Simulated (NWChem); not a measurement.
System: C$_{2}$H$_{3}$NO$_{2}$Si; SMILES O=C1N=C[SiH2]O1

Program: NWChem. All runs use the structure optimised with PBE0/def2-SVP. Level: PBE0/def2-SVP with SMD, gas-phase geometry; reactions with the solvents are ignored. One conformer.

```tsv
SMD term (kcal/mol)	water	toluene
distortion of the solute's density	3.33	0.52
polarisation	-14.40	-4.82
cavity, dispersion and structure	3.93	-0.32
```

Task: Sum the solvation free energies, find the transfer free energy from water to toluene and the partition coefficient at 298.15 K.

Result: 
1. ΔG(solv, water) = -7.14 kcal/mol and ΔG(solv, toluene) = -4.62 kcal/mol (1 M gas to 1 M solution).
2. Transfer: -4.62 − (-7.14) = 2.52 kcal/mol.
3. log₁₀ K(toluene/water) = −ΔG/(RT ln 10) = -2.52/1.364 = -1.8, so the model puts more of the solute in water.
4. Of the transfer energy, 6.77 kcal/mol is electrostatic and -4.25 comes from the non-electrostatic term. The two phases are taken as the pure solvents.
